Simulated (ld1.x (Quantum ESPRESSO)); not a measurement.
# Pseudopotential generation for rubidium (Rb): TM, LDA (PZ), scalar-relativistic.

ld1.x (Quantum ESPRESSO) 7.5 was run on this input:

```
&input
   title='Rb', zed=37., rel=1, dft='PZ', iswitch=3,
   config='[Kr] 4d0.5 5s0.5 5p0',
   nld=3, rlderiv=4.55, eminld=-3.0, emaxld=5.0, deld=0.02
 /
 &inputp
   pseudotype=2, tm=.true., lloc=0,
   nlcc=.true., rcore=1.70,
   file_pseudopw='Rb.UPF', file_wfcaegen='ae.wfc', file_wfcncgen='nc.wfc', file_beta='beta', file_chi='chi'
 /
3
4P  2  1   6.00   0.00  1.70  1.70  0.0
4D  3  2   0.50   0.00  4.20  4.20  0.0
5S  1  0   0.50   0.00  3.45  3.45  0.0
 &test
   configts(1)='4p6 4d0.5 5s0.5 5p0'
 /
```

Command:

```bash
ld1.x < Rb.in > Rb.out
```

The program printed (shortened: banner, matrices, multipoles, cross overlaps and the repeated all-electron block are left out):

```
Program LD1 v.7.5
     --------------------------- All-electron run ----------------------------

     Rb
     scalar relativistic calculation

     atomic number is 37.00
     dft =PZ   lsd =0 sic =0 latt =0  beta=0.20 tr2=1.0E-14
     Exchange-correlation= PZ
                           (   1   1   0   0   0   0   0)
     mesh =1219 r(mesh) = 100.89517 a.u. xmin = -7.00 dx = 0.01250
     1 Ry =  13.60569312 eV, c = 137.03599908

     n l     nl                  e(Ry)          e(Ha)          e(eV)
     1 0     1S 1( 2.00)     -1103.2770      -551.6385    -15010.8478
     2 0     2S 1( 2.00)      -147.4539       -73.7270     -2006.2126
     2 1     2P 1( 6.00)      -130.8410       -65.4205     -1780.1829
     3 0     3S 1( 2.00)       -21.8823       -10.9411      -297.7234
     3 1     3P 1( 6.00)       -16.5551        -8.2775      -225.2433
     4 0     4S 1( 2.00)        -2.4010        -1.2005       -32.6668
     4 1     4P 1( 6.00)        -1.2293        -0.6146       -16.7254
     3 2     3D 1(10.00)        -7.7126        -3.8563      -104.9357
     4 2     4D 1( 0.50)        -0.0318        -0.0159        -0.4323
     5 0     5S 1( 0.50)        -0.2023        -0.1011        -2.7521
     5 1     5P 1( 0.00)        -0.0838        -0.0419        -1.1405

     final scf error:  9.2E-15 reached in  24 iterations

     Etot =   -5955.203163 Ry,   -2977.601581 Ha,  -81024.666716 eV

     Ekin =    6097.126433 Ry,    3048.563217 Ha,   82955.631182 eV
     Encl =  -14357.531496 Ry,   -7178.765748 Ha, -195344.167543 eV
     Eh   =    2499.288363 Ry,    1249.644182 Ha,   34004.550494 eV
     Exc  =    -194.086463 Ry,     -97.043231 Ha,   -2640.680849 eV

     normalization and overlap integrals

     s(1S/1S) =  1.000000  <r> =   0.0403  <r2> =    0.0022  r(max) =   0.0264
     s(2S/2S) =  1.000000  <r> =   0.1781  <r2> =    0.0374  r(max) =   0.1498
     s(2P/2P) =  1.000000  <r> =   0.1552  <r2> =    0.0295  r(max) =   0.1196
     s(3S/3S) =  1.000000  <r> =   0.5116  <r2> =    0.3008  r(max) =   0.4500
     s(3P/3P) =  1.000000  <r> =   0.5195  <r2> =    0.3156  r(max) =   0.4444
     s(4S/4S) =  1.000000  <r> =   1.4528  <r2> =    2.4112  r(max) =   1.2543
     s(4P/4P) =  1.000000  <r> =   1.7262  <r2> =    3.4672  r(max) =   1.4213
     s(3D/3D) =  1.000000  <r> =   0.5257  <r2> =    0.3388  r(max) =   0.3922
     s(4D/4D) =  1.000000  <r> =   8.3643  <r2> =   91.1332  r(max) =   6.1354
     s(5S/5S) =  1.000000  <r> =   5.0481  <r2> =   29.4143  r(max) =   4.1127
     s(5P/5P) =  1.000000  <r> =   7.5527  <r2> =   66.2755  r(max) =   6.1354

     ------------------------ End of All-electron run ------------------------

     --------------------- Generating NC pseudopotential ---------------------

      Generating local pot.: lloc=0, matching radius rcloc =   3.4500

      Computing core charge for nlcc:

       r > 1.71 : true rho core
       r < 1.71 : rho core = a sin(br)/r    a=   1.32  b=   1.50

      Integrated core pseudo-charge :   2.14

      Wfc   4P  rcut= 1.714  Using Troullier-Martins method

      Wfc   4D  rcut= 4.217  Using Troullier-Martins method

     ------------------- End of pseudopotential generation -------------------

     Computing logarithmic derivative in   4.57383
     Computing logarithmic derivative in   4.57383
     Computing the partial wave expansion
       no projector for channel:   0
     R is outside the sphere for l=    1 j= 0.00
     R is outside the sphere for l=    2 j= 0.00

     ---------------------- Testing the pseudopotential ----------------------

     Rb
     scalar relativistic calculation

     atomic number is 37.00   valence charge is  7.00
     dft =PZ   lsd =0 sic =0 latt =0  beta=0.20 tr2=1.0E-14
     mesh =1219 r(mesh) = 100.89517 xmin = -7.00 dx = 0.01250

     n l     nl             e AE (Ry)        e PS (Ry)    De AE-PS (Ry)
     2 1     4P   1( 6.00)       -1.22929       -1.22930        0.00001
     3 2     4D   1( 0.50)       -0.03177       -0.03177       -0.00000
     1 0     5S   1( 0.50)       -0.20227       -0.20227        0.00000
     3 1     5P   1( 0.00)       -0.08383       -0.07473       -0.00909  !

     eps = 8.7E-15  iter = 12

     Etot =   -5955.203163 Ry,   -2977.601581 Ha,  -81024.666716 eV
     Etotps =   -29.183317 Ry,     -14.591659 Ha,    -397.059258 eV

     Ekin =      11.720414 Ry,       5.860207 Ha,     159.464350 eV
     Encl =     -33.374573 Ry,     -16.687287 Ha,    -454.084199 eV
     Ehrt =      21.270857 Ry,      10.635428 Ha,     289.404748 eV
     Ecxc =      -7.276592 Ry,      -3.638296 Ha,     -99.003076 eV
     (Ecc =      -1.418267 Ry,      -0.709134 Ha,     -19.296512 eV)
     Epseu=     -21.523422 Ry,     -10.761711 Ha,    -292.841081 eV

     ---------------------- End of pseudopotential test ----------------------
```

Generation and configuration tests took about 2.8 s on one core of a shared server CPU.

Transferability test of the new file with ld1.x, input:

```
&input
   title='Rb', zed=37., rel=1, dft='PZ', iswitch=2,
   config='[Kr] 4d0.5 5s0.5 5p0'
 /
 &test
   file_pseudo='Rb.UPF', nconf=9,
   configts(1)='4p6 4d0.5 5s0.5 5p0',
   configts(2)='4p6 4d0 5s1 5p0',
   configts(3)='4p6 4d0 5s0 5p0',
   configts(4)='4p6 4d0 5s0.5 5p0',
   configts(5)='4p6 4d1 5s0 5p0',
   configts(6)='4p6 4d0 5s0 5p1',
   configts(7)='4p5 4d0 5s1 5p0',
   configts(8)='4p6 4d0.5 5s0.5 5p0', lsdts(8)=1,
   configts(9)='4p6 4d0 5s1 5p0', lsdts(9)=1
 /
```

```bash
ld1.x < Rb.test.in > Rb.test.out
```

Pseudopotential blocks of its output, shortened (energy terms left out):

```
     ---------------------- Testing the pseudopotential ----------------------

     n l     nl             e AE (Ry)        e PS (Ry)    De AE-PS (Ry)
     2 1     4P   1( 6.00)       -1.22929       -1.22930        0.00001
     3 2     4D   1( 0.50)       -0.03177       -0.03177       -0.00000
     1 0     5S   1( 0.50)       -0.20227       -0.20227        0.00000
     3 1     5P   1( 0.00)       -0.08383       -0.07473       -0.00909  !

     eps = 7.5E-15  iter = 12

     Etot =   -5955.203163 Ry,   -2977.601581 Ha,  -81024.666716 eV
     Etotps =   -29.183317 Ry,     -14.591659 Ha,    -397.059259 eV

     ---------------------- End of pseudopotential test ----------------------

          ---------------------- Testing the pseudopotential ----------------------

     n l     nl             e AE (Ry)        e PS (Ry)    De AE-PS (Ry)
     2 1     4P   1( 6.00)       -1.17825       -1.17962        0.00136
     3 2     4D   1( 0.00)       -0.00189       -0.00193        0.00004
     1 0     5S   1( 1.00)       -0.17385       -0.17386        0.00000
     3 1     5P   1( 0.00)       -0.05767       -0.04850       -0.00918  !

     eps = 3.8E-15  iter = 16

     Etot =   -5955.288193 Ry,   -2977.644097 Ha,  -81025.823617 eV
     Etotps =   -29.268358 Ry,     -14.634179 Ha,    -398.216302 eV
     dEtot_ae =      -0.085031 Ry
     dEtot_ps =      -0.085041 Ry,   Delta E=       0.000010 Ry

     ---------------------- End of pseudopotential test ----------------------

          ---------------------- Testing the pseudopotential ----------------------

     n l     nl             e AE (Ry)        e PS (Ry)    De AE-PS (Ry)
     2 1     4P   1( 6.00)       -1.60172       -1.60073       -0.00099
     3 2     4D   1( 0.00)       -0.27829       -0.27689       -0.00140
     1 0     5S   1( 0.00)       -0.44245       -0.44330        0.00084
     3 1     5P   1( 0.00)       -0.25726       -0.22929       -0.02797  !

     eps = 2.9E-18  iter =  7

     Etot =   -5954.973836 Ry,   -2977.486918 Ha,  -81021.546567 eV
     Etotps =   -28.953960 Ry,     -14.476980 Ha,    -393.938688 eV
     dEtot_ae =       0.229327 Ry
     dEtot_ps =       0.229358 Ry,   Delta E=      -0.000031 Ry

     ---------------------- End of pseudopotential test ----------------------

          ---------------------- Testing the pseudopotential ----------------------

     n l     nl             e AE (Ry)        e PS (Ry)    De AE-PS (Ry)
     2 1     4P   1( 6.00)       -1.37686       -1.37687        0.00001
     3 2     4D   1( 0.00)       -0.13033       -0.13006       -0.00028
     1 0     5S   1( 0.50)       -0.31542       -0.31533       -0.00010
     3 1     5P   1( 0.00)       -0.17061       -0.15426       -0.01634  !

     eps = 2.7E-16  iter =  9

     Etot =   -5955.166259 Ry,   -2977.583130 Ha,  -81024.164621 eV
     Etotps =   -29.146444 Ry,     -14.573222 Ha,    -396.557569 eV
     dEtot_ae =       0.036903 Ry
     dEtot_ps =       0.036874 Ry,   Delta E=       0.000030 Ry

     ---------------------- End of pseudopotential test ----------------------

          ---------------------- Testing the pseudopotential ----------------------

     n l     nl             e AE (Ry)        e PS (Ry)    De AE-PS (Ry)
     2 1     4P   1( 6.00)       -1.25965       -1.25849       -0.00116
     3 2     4D   1( 1.00)       -0.04648       -0.04649        0.00001
     1 0     5S   1( 0.00)       -0.21659       -0.21672        0.00013
     3 1     5P   1( 0.00)       -0.09724       -0.08803       -0.00921  !

     eps = 8.2E-15  iter = 12

     Etot =   -5955.117948 Ry,   -2977.558974 Ha,  -81023.507314 eV
     Etotps =   -29.098050 Ry,     -14.549025 Ha,    -395.899145 eV
     dEtot_ae =       0.085214 Ry
     dEtot_ps =       0.085267 Ry,   Delta E=      -0.000052 Ry

     ---------------------- End of pseudopotential test ----------------------

          ---------------------- Testing the pseudopotential ----------------------

     n l     nl             e AE (Ry)        e PS (Ry)    De AE-PS (Ry)
     2 1     4P   1( 6.00)       -1.28372       -1.30709        0.02337  !
     3 2     4D   1( 0.00)       -0.05017       -0.06075        0.01059  !
     1 0     5S   1( 0.00)       -0.22397       -0.23445        0.01048  !
     3 1     5P   1( 1.00)       -0.10072       -0.09785       -0.00288

     eps = 9.8E-15  iter = 13

     Etot =   -5955.169095 Ry,   -2977.584547 Ha,  -81024.203200 eV
     Etotps =   -29.138397 Ry,     -14.569198 Ha,    -396.448083 eV
     dEtot_ae =       0.034068 Ry
     dEtot_ps =       0.044921 Ry,   Delta E=      -0.010853 Ry

     ---------------------- End of pseudopotential test ----------------------

          ---------------------- Testing the pseudopotential ----------------------

     n l     nl             e AE (Ry)        e PS (Ry)    De AE-PS (Ry)
     2 1     4P   1( 5.00)       -1.96503       -1.99157        0.02654  !
     3 2     4D   1( 0.00)       -0.49552       -0.48298       -0.01254  !
     1 0     5S   1( 1.00)       -0.60974       -0.60635       -0.00339
     3 1     5P   1( 0.00)       -0.39834       -0.35075       -0.04758  !

     eps = 2.5E-16  iter =  9

     Etot =   -5953.727235 Ry,   -2976.863618 Ha,  -81004.585703 eV
     Etotps =   -27.691477 Ry,     -13.845738 Ha,    -376.761737 eV
     dEtot_ae =       1.475927 Ry
     dEtot_ps =       1.491840 Ry,   Delta E=      -0.015913 Ry

     ---------------------- End of pseudopotential test ----------------------

          ---------------------- Testing the pseudopotential ----------------------

     n l     nl             e AE (Ry)        e PS (Ry)    De AE-PS (Ry)
     2 1     4P   1( 3.00)       -1.22216       -1.22190       -0.00025
     3 2     4D   1( 0.50)       -0.03527       -0.03526       -0.00001
     1 0     5S   1( 0.50)       -0.21003       -0.21001       -0.00002
     3 1     5P   1( 0.00)       -0.08949       -0.07962       -0.00987  !
     2 1     4P   2( 3.00)       -1.21699       -1.21676       -0.00022
     3 2     4D   2( 0.00)       -0.01267       -0.01254       -0.00012
     1 0     5S   2( 0.00)       -0.17273       -0.17253       -0.00020
     3 1     5P   2( 0.00)       -0.05928       -0.05180       -0.00748  !

     eps = 7.2E-15  iter = 14

     Etot =   -5955.209470 Ry,   -2977.604735 Ha,  -81024.752529 eV
     Etotps =   -29.189666 Ry,     -14.594833 Ha,    -397.145640 eV
     dEtot_ae =      -0.006307 Ry
     dEtot_ps =      -0.006349 Ry,   Delta E=       0.000042 Ry

     ---------------------- End of pseudopotential test ----------------------

          ---------------------- Testing the pseudopotential ----------------------

     n l     nl             e AE (Ry)        e PS (Ry)    De AE-PS (Ry)
     2 1     4P   1( 3.00)       -1.17655       -1.17805        0.00150
     3 2     4D   1( 0.00)       -0.00817       -0.00831        0.00015
     1 0     5S   1( 1.00)       -0.18700       -0.18709        0.00010
     3 1     5P   1( 0.00)       -0.06603       -0.05567       -0.01036  !
     2 1     4P   2( 3.00)       -1.17147       -1.17301        0.00153
     3 2     4D   2( 0.00)        0.00000        0.00000        0.00000
     1 0     5S   2( 0.00)       -0.14309       -0.14302       -0.00008
     3 1     5P   2( 0.00)       -0.03413       -0.02705       -0.00708  !

     eps = 1.7E-15  iter = 16

     Etot =   -5955.297409 Ry,   -2977.648705 Ha,  -81025.949006 eV
     Etotps =   -29.277613 Ry,     -14.638807 Ha,    -398.342224 eV
     dEtot_ae =      -0.094247 Ry
     dEtot_ps =      -0.094296 Ry,   Delta E=       0.000050 Ry

     ---------------------- End of pseudopotential test ----------------------
```
